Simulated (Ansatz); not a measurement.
Input file for Ansatz (a first-principles code): U-wB97X-V/def2-TZVPP on Ni, 2S+1 = 3, a spin state set in the input, which need not be the lowest.

Ansatz 0.2 input:
```yaml
crystal:
  periodic: [false, false, false]
  atoms:
    - {symbol: Ni, position_ang: [0.00000000, 0.00000000, 0.00000000]}
basis:
  gaussian:
    orbitals: def2-TZVPP
hamiltonian:
  xc: {name: wB97X-V}
magnetization: {spin_polarized: true, initial_magnetization: 2}
scf: {lower_state_search: full}
```

The head of its log:

```
Functional definition: wB97X-V
[...]
integrals: 0.02 GiB planned
530 factors; their error is unknown
integrals: 0.05 GiB planned
63 factors; integrals over basis functions are off by at most 7.0e-5 eV
mean field: 0.26 GiB planned
mean field evaluation 1: about -41033.5053 eV, gradient 5.0e1 eV
mean field evaluation 2: about -41013.0539 eV, gradient 1.3e2 eV
```

Task: Predict the final total energy.

Result: -1508.1151 hartree.
